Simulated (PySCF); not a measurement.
## Circular dichroism: `F[C@@H]1C[C@H]2C[C@H](C2)S1`, C₆H₉FS

Cartesian coordinates in Å; atom numbers follow the order of the lines, from 1:
```xyz
17

F     2.142    1.237   -0.893
C     1.814    0.474    0.213
C     1.080   -0.775   -0.263
C    -0.431   -0.593   -0.424
C    -1.115   -0.398    0.947
C    -0.796    1.098    0.795
C    -0.808    0.879   -0.731
S     0.884    1.465    1.409
H     2.761    0.214    0.711
H     1.278   -1.600    0.439
H     1.546   -1.049   -1.223
H    -0.840   -1.372   -1.083
H    -2.199   -0.585    0.888
H    -0.698   -0.922    1.821
H    -1.463    1.849    1.244
H    -0.131    1.483   -1.349
H    -1.834    0.952   -1.122
```

Method used: PySCF 2.14.0, TDDFT LC-wPBE/def2-SVPD circular dichroism and optical rotation, one conformer, gas phase. Geometry: PBE0-D3(BJ)/def2-SVP.

Question: Assign R or S to each stereocentre.

Answer: C2 S, C4 R, C6 R.

Question: List the lowest 16 singlet excitations with oscillator and rotatory strengths.

Answer: Rotatory strengths R in 10⁻⁴⁰ esu² cm², velocity form and length form (origin at the centre of mass); f in length form.
| state | E (eV) | λ (nm) | f | R (velocity) | R (length) | main |
| --- | --- | --- | --- | --- | --- | --- |
| 1 | 5.78 | 215 | 0.0003 | +6.9 | +6.3 | HOMO→LUMO+1 0.51, HOMO→LUMO+9 0.14 |
| 2 | 7.12 | 174 | 0.032 | -1.9 | -2.3 | HOMO→LUMO 0.65, HOMO→LUMO+2 0.22 |
| 3 | 7.60 | 163 | 0.036 | -11.2 | -12.4 | HOMO→LUMO+5 0.32, HOMO→LUMO+2 0.12 |
| 4 | 7.87 | 158 | 0.016 | +13.9 | +13.7 | HOMO→LUMO+3 0.43, HOMO→LUMO+1 0.20 |
| 5 | 8.11 | 153 | 0.001 | +3.1 | +1.8 | HOMO−1→LUMO+1 0.17, HOMO→LUMO+1 0.10 |
| 6 | 8.37 | 148 | 0.071 | +10.8 | +9.7 | HOMO→LUMO+4 0.27, HOMO−1→LUMO+1 0.23 |
| 7 | 8.50 | 146 | 0.039 | +3.5 | +2.8 | HOMO→LUMO+2 0.17, HOMO→LUMO+6 0.15 |
| 8 | 8.62 | 144 | 0.079 | +22.9 | +26.5 | HOMO→LUMO+6 0.23, HOMO→LUMO+2 0.22 |
| 9 | 8.83 | 140 | 0.050 | -3.5 | -3.1 | HOMO−1→LUMO 0.61, HOMO→LUMO+7 0.15 |
| 10 | 8.88 | 140 | 0.050 | +31.3 | +34.2 | HOMO→LUMO+7 0.41, HOMO−1→LUMO 0.12 |
| 11 | 9.01 | 138 | 0.002 | +3.0 | +3.3 | HOMO−2→LUMO+1 0.43 |
| 12 | 9.16 | 135 | 0.012 | -0.2 | -0.7 | HOMO−1→LUMO+2 0.31, HOMO−2→LUMO 0.10 |
| 13 | 9.21 | 135 | 0.035 | -32.8 | -32.3 | HOMO−2→LUMO 0.36, HOMO→LUMO+12 0.09 |
| 14 | 9.29 | 133 | 0.035 | -42.2 | -41.6 | HOMO−2→LUMO 0.14, HOMO−2→LUMO+1 0.08 |
| 15 | 9.35 | 133 | 0.003 | +5.9 | +6.3 | HOMO−1→LUMO+3 0.26, HOMO−3→LUMO 0.19 |
| 16 | 9.38 | 132 | 0.016 | +13.0 | +12.1 | HOMO−3→LUMO 0.19, HOMO−1→LUMO+3 0.12 |

Among the states computed, the strongest CD band (largest |R|) is state 14. The largest dissymmetry factor in size, g = 4R/(D+G), with D and G the electric and magnetic dipole strengths, is +0.14 for state 1 (velocity form, f = 0.0004), among bands with |R| over 0.5. The mirror image has the same energies and oscillator strengths and all R with the opposite sign.
